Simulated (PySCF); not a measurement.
CH4MgS2 (SMILES C[S][Mg][SH]), singlet, geometry from GFN2-xTB (such geometries of metal compounds can be far from the true shape).

Here is a job for PySCF.
```python
from pyscf import gto, scf

mol = gto.Mole()
mol.atom = '''
    Mg   -0.387408   -0.016440    1.054891
    S    -1.409595    1.728276   -0.107346
    H    -2.177577    2.187184    0.868470
    S     1.232566   -1.439752    0.176392
    C     1.078385   -0.773742   -1.514992
    H     0.144573   -1.114043   -1.963511
    H     1.919434   -1.167137   -2.078907
    H     1.124625    0.317342   -1.499529
'''
mol.basis = 'cc-pv(d+d)z'
mol.charge = 0
mol.spin = 0
mol.verbose = 4
mol.max_memory = 1800
mol.build()

mf = scf.RHF(mol)
mf = mf.density_fit(auxbasis='def2-universal-jkfit')
mf.kernel()
```

### Question
Estimate the HOMO energy that DF-HF/cc-pV(D+d)Z (PySCF) returns for this input.

### Answer
-8.84 eV

### Question
Give the dipole moment at the level DF-HF/cc-pV(D+d)Z.

### Answer
4.49 D

### Question
Predict the HOMO-LUMO gap from DF-HF/cc-pV(D+d)Z.

### Answer
8.51 eV

### Question
Estimate the number of basis functions that DF-HF/cc-pV(D+d)Z returns for this input.

### Answer
103

### Question
What is the computed nuclear repulsion energy (DF-HF/cc-pV(D+d)Z)?

### Answer
217.3830 Eh

### Question
What is the computed Mulliken (on the basis functions themselves) charges in atom order (DF-HF/cc-pV(D+d)Z)?

### Answer
Mg1 0.69, S2 -0.40, H3 0.05, S4 -0.41, C5 -0.14, H6 0.07, H7 0.07, H8 0.07
